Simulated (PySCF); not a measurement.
Compound: 4-ethylpyridine 1-oxide, C7H9NO.
SMILES with atom numbers: `[CH3:1][CH2:2][c:3]1[cH:4][cH:5][n+:6]([O-:7])[cH:8][cH:9]1` (hydrogens: H10, H11, H12 on C1; H13, H14 on C2; H15 on C4; H16 on C5; H17 on C8; H18 on C9)

The calculation used PBE0-D3(BJ)/def2-SVP geometry optimisation, gas phase in PySCF.

(1) List the bond lengths, angles and torsions at this level.

Results:

(1) 
| bond | length (Å) |
| --- | --- |
| C1–C2 | 1.527 |
| C2–C3 | 1.502 |
| C3–C4, C3–C9 | 1.399 |
| C4–C5, C8–C9 | 1.381 |
| C5–N6, N6–C8 | 1.370 |
| N6–O7 | 1.251 |
| C1–H10, C1–H11, C1–H12 | 1.101 |
| C2–H13, C2–H14 | 1.102 |
| C4–H15, C9–H18 | 1.093 |
| C5–H16, C8–H17 | 1.089 |

Bonds in one row agree within 0.01 Å and their mean is given. A selection of angles:
| angle | degrees |
| --- | --- |
| C1–C2–C3 | 112.8 |
| C2–C3–C4 | 122.1 |
| C4–C3–C9 | 115.7 |
| C3–C4–C5 | 121.6 |
| C4–C5–N6 | 121.7 |
| C5–N6–O7 | 121.1 |
| C5–N6–C8 | 117.7 |

Torsions: C1–C2–C3–C4 89° (synclinal).

The C–C distances run from 1.381 Å (C4–C5, aromatic) to 1.527 Å (C1–C2, drawn single), a spread of 0.146 Å. The 6-membered ring C3–C4–C5–N6–C8–C9 has internal angles of 115.7° to 121.7° (sum 720°, against 720° for a flat polygon); it is planar, 0.00 Å rms from its mean plane, widest ring torsion 0°. N6 (N-oxide nitrogen) is planar (angles 121.2°, 121.1° and 117.7°, sum 360.0°, 0.00 Å off the plane of its three neighbours).

Point group: Cs (tolerance 0.08 Å). Whether it is a minimum is left open (no frequencies). The numbers are those of one conformer.
